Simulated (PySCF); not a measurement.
2-methyl-1,3-dioxole (C₄H₆O₂), SMILES CC1OC=CO1. Atoms are numbered in the order given.

```xyz
12

C      1.8067     0.5046     0.0000
C      0.6766    -0.4982     0.0000
O     -0.1565    -0.3200     1.1388
C     -1.3034     0.2618     0.6663
C     -1.3034     0.2618    -0.6663
O     -0.1565    -0.3200    -1.1388
H      2.4298     0.3698    -0.8955
H      1.3964     1.5251     0.0000
H      2.4298     0.3698     0.8955
H      1.0528    -1.5363     0.0000
H     -2.0322     0.6060     1.3945
H     -2.0322     0.6060    -1.3945
```
Charge 0, spin multiplicity 1.

Geometry optimised at PBE0-D3(BJ)/def2-SVP. Other conformers were not sampled.

Two levels are set side by side: PBE/pcSseg-1 (PySCF) and HF/pcSseg-1 (PySCF). GIAO shifts against H2O (¹⁷O), TMS (¹H), TMS (¹³C) at the same level; non-relativistic, no solvent, atoms listed together averaged. Differences are taken from unrounded values.

```tsv
quantity	PBE
δ(¹³C) of C1 (ppm)	22.6
δ(¹³C) of C2 (ppm)	116.8
δ(¹⁷O) of O3, O6 (ppm)	137.2
δ(¹³C) of C4, C5 (ppm)	130.3
δ(¹H) of H10 (ppm)	6.77
δ(¹H) of H11, H12 (ppm)	6.25
```

**Question.** These are the PBE values. What does HF give? (The exact figures need the calculation; the answer reports its results.)

**Answer.** 
| quantity | HF | PBE minus HF |
|---|---|---|
| δ(¹³C) of C1 (ppm) | 22.9 | -0.3 |
| δ(¹³C) of C2 (ppm) | 96.4 | 20.4 |
| δ(¹⁷O) of O3, O6 (ppm) | 76.6 | 60.5 |
| δ(¹³C) of C4, C5 (ppm) | 134.4 | -4.1 |
| δ(¹H) of H10 (ppm) | 5.78 | 1.00 |
| δ(¹H) of H11, H12 (ppm) | 6.63 | -0.38 |

Rough cost on one machine, each run with all the roots and properties that it gave: HF against PBE within a factor of 2.
